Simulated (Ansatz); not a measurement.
A CCSD(T) single point on germane (`[GeH4]`).

```yaml
crystal:
  periodic: [false, false, false]
  atoms:
    - {symbol: Ge, position_ang: [0.000062, 0.000070, -0.000034]}
    - {symbol: H, position_ang: [1.148134, -0.756324, 0.680597]}
    - {symbol: H, position_ang: [-1.238820, -0.029976, 0.904175]}
    - {symbol: H, position_ang: [-0.329182, -0.669134, -1.340632]}
    - {symbol: H, position_ang: [0.419817, 1.455363, -0.244116]}
basis:
  gaussian: {orbitals: def2-QZVPP}
correlation: {method: ccsd_t}
```

```sh
$ ansatz run in.yaml --threads 2 --pin off --events-out ev --progress --plain
```

The program prints (abridged):

```
Functional definition: HF
1301 factors; integrals over basis functions are off by at most 7.9e-4 eV
mean field evaluation 1: about -56537.0954 eV, gradient 1.0e1 eV
mean field evaluation 2: about -56537.1213 eV, gradient 1.0e1 eV
mean field evaluation 4: about -56537.6830 eV, gradient 2.4e0 eV
mean field evaluation 8: about -56537.6899 eV, gradient 1.2e-4 eV
mean field -56537.68988698 eV, -2077.7217807241 hartree, gradient 5.0e-6 eV, S^2 0.000000; 0 other end points of the search recorded, 0 dependent functions left out
9 core orbitals not correlated: weight in the atoms' cores, before any rotation towards them, 1.000 or more for the frozen orbitals, at most 0.000 for the correlated occupied ones
reference -56537.68988698 eV, -2077.7217807241 hartree; 9, 9 occupied and 191, 191 virtual orbitals, 1301 factors
second order -14.77732176 eV of doubles, -0.00000000 eV of singles
cycle   1  -14.37410787 eV  change    4.0e-1 eV  update   7.6e-2
cycle   2  -14.75990975 eV  change   -3.9e-1 eV  update   2.3e-2
cycle   3  -14.78342533 eV  change   -2.4e-2 eV  update   1.1e-2
cycle   4  -14.77504175 eV  change    8.4e-3 eV  update   2.5e-3
cycle   5  -14.77456768 eV  change    4.7e-4 eV  update   7.4e-4
cycle   6  -14.77487732 eV  change   -3.1e-4 eV  update   1.8e-4
cycle   7  -14.77471930 eV  change    1.6e-4 eV  update   4.2e-5
cycle   8  -14.77470439 eV  change    1.5e-5 eV  update   1.2e-5
perturbative correction -0.33848586 eV, -0.0124391261 hartree
Total energy: -56552.80307724 eV, -2078.2771802218 hartree
```

Run time 33 s (2 threads of a server CPU on a shared host); peak host memory 2.8 GiB.

MP2 recovers 97.8 % of the CCSD(T) correlation energy and the triples give 2.2 %; T1 = 0.0128.
